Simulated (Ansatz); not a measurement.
Born–Oppenheimer molecular dynamics of AlH7O2Sn (11 atoms, charge 0, multiplicity 1). It starts at the highest image of a converged band, a first-order saddle point between two minima.

Computed with RKS B3LYP/def2-SVP (Ansatz).

- ensemble: NVE (velocity Verlet)
- time step: 0.5 fs
- steps asked: 200
- starting velocities drawn for: 100 K
- seed: 4152

First frame:

```xyz
11
Properties=species:S:1:pos:R:3
Sn 0.188 -0.084 -0.152
O 0.050 0.018 2.063
H -0.807 0.321 2.397
H 1.851 0.289 -0.298
H -0.840 1.320 -0.204
H -0.416 -1.069 -1.444
O 0.279 -2.025 1.041
Al 0.523 -3.718 0.954
H 0.765 -4.374 -0.465
H 0.484 -4.550 2.300
H 0.126 -1.179 1.872
```

(1) How far do the bonds stretch over the last three quarters of this one trajectory? (Pairs bonded in most of those frames.)

## Answers

(1) 
```json
{"bond": "Sn1–O2", "mean (Å)": "2.050", "spread (Å)": "0.050", "shortest": "1.98", "longest": "2.14"}
{"bond": "Sn1–H4", "mean (Å)": "1.720", "spread (Å)": "0.030", "shortest": "1.67", "longest": "1.77"}
{"bond": "Sn1–H5", "mean (Å)": "1.749", "spread (Å)": "0.019", "shortest": "1.71", "longest": "1.78"}
{"bond": "Sn1–H6", "mean (Å)": "1.717", "spread (Å)": "0.008", "shortest": "1.70", "longest": "1.73"}
{"bond": "O2–H3", "mean (Å)": "0.969", "spread (Å)": "0.001", "shortest": "0.97", "longest": "0.97"}
{"bond": "O7–Al8", "mean (Å)": "1.708", "spread (Å)": "0.012", "shortest": "1.68", "longest": "1.72"}
{"bond": "O7–H11", "mean (Å)": "0.978", "spread (Å)": "0.017", "shortest": "0.96", "longest": "1.03"}
{"bond": "Al8–H9", "mean (Å)": "1.577", "spread (Å)": "0.002", "shortest": "1.57", "longest": "1.58"}
{"bond": "Al8–H10", "mean (Å)": "1.582", "spread (Å)": "0.006", "shortest": "1.57", "longest": "1.59"}
```

Pairs bonded in part of these frames only: Sn1–O7 38 %.

Mean temperature of the second half: 349 K. The conserved energy stayed within 0.019 meV per atom of its start (net change 0.01 meV per atom), so the integration is sound. The kinetic energy rose, since the run started high on the potential surface and went downhill. It ends in pieces (AlH3O + H4OSn), so much of that is their flight and rotation, not heat. A run of 0.1 ps of so small a system gives no equilibrium averages. The orbitals stay closed-shell, which can raise the energy where a bond breaks towards radicals; this wasn't checked here.

Time of the run: 11 min on 2 threads of Arm Neoverse V1, with other jobs on the host, peak memory 0.25 GiB.
